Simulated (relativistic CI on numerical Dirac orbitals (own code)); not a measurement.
Computed by Dirac-Coulomb-Breit CI, separate exchange-only KLI orbitals for each configuration, model QED, unscaled Slater integrals (own radial code, finite nucleus).

The strongest absorption lines from the ground level of an ion, among the configurations computed and to levels below about 65.8 eV (vacuum wavelength in nm, gf): 19.885 (0.15), 22.414 (0.031), 23.083 (0.044), 23.615 (0.076), 24.929 (0.49).

Task: Which ion is it?
A. At13+
B. Ir5+
C. Bi11+
D. Tl9+

Result: D. Tl9+ has 72 electrons and the ground level 5p6.5d4 5D_0; the strongest line goes to 5p6.5d3.6p 3D°_1. The pattern of lines fixes the number of electrons, and along that sequence the line energies rise steadily with the charge (about as its square where n changes within one kind of shell, about linearly where n is kept but much faster in heavy ions where fine structure, which grows about as Z⁴, sets the gap, and irregularly where shells cross), which fixes Z. Configurations outside the model, such as inner-shell arrays, can give stronger lines. At this charge energies of transitions that change n are usually good to better than 1 %, and those within a shell (Δn = 0) to a few per cent. Terms inside the open d or f shell come out 10 to 20 % too wide with unscaled integrals. Levels and lines within the n = 5 or 6 shells can be off by up to 10 % or somewhat more, and those that change n by about 2 %, since core polarisation is missing.

LS names give the leading component of a level, which can be under half, so a name can repeat, a term be missing and a line seem to break the LS rules.
